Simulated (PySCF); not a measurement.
C₃H₁₁NSi₂, SMILES C(C(=C)[SiH3])[SiH2]N. The structure is a stationary point at PBE0-D3(BJ)/def2-SVP. This is a generated structure with no PubChem entry under its InChIKey; it may be hypothetical. One conformer was computed; it need not be the lowest.

Problem. Give the equilibrium geometry at PBE0-D3(BJ)/def2-SVP (PySCF confirms it by a frequency run) as bond lengths and angles. (An estimate is asked for; the answer gives what the named calculation found.)

Solution. Several could match; the one computed here: 
Atoms: C1 C2 Si3 C4 Si5 N6 H7 H8 H9 H10 H11 H12 H13 H14 H15 H16 H17. Bonds (Å): C1–C2 1.343, C1–H7 1.094, C1–H8 1.098, C2–Si3 1.880, C2–C4 1.503, Si3–H9 1.498, Si3–H10 1.496, Si3–H11 1.494, C4–Si5 1.893, C4–H12 1.103, C4–H13 1.104, Si5–N6 1.735, Si5–H14 1.494, Si5–H15 1.502, N6–H16 1.014, N6–H17 1.014. Angles (°): C2–C1–H7 122.0, C2–C1–H8 121.6, H7–C1–H8 116.4, C1–C2–Si3 119.4, C1–C2–C4 122.3, Si3–C2–C4 118.2, C2–Si3–H9 109.8, C2–Si3–H10 111.1, C2–Si3–H11 110.0, H9–Si3–H10 107.1, H9–Si3–H11 109.3, H10–Si3–H11 109.5, C2–C4–Si5 110.6, C2–C4–H12 111.8, C2–C4–H13 112.0, Si5–C4–H12 107.0, Si5–C4–H13 108.6, H12–C4–H13 106.7, C4–Si5–N6 109.8, C4–Si5–H14 109.5, C4–Si5–H15 107.6, N6–Si5–H14 106.5, N6–Si5–H15 115.5, H14–Si5–H15 107.9, Si5–N6–H16 119.9, Si5–N6–H17 118.6, H16–N6–H17 110.1.
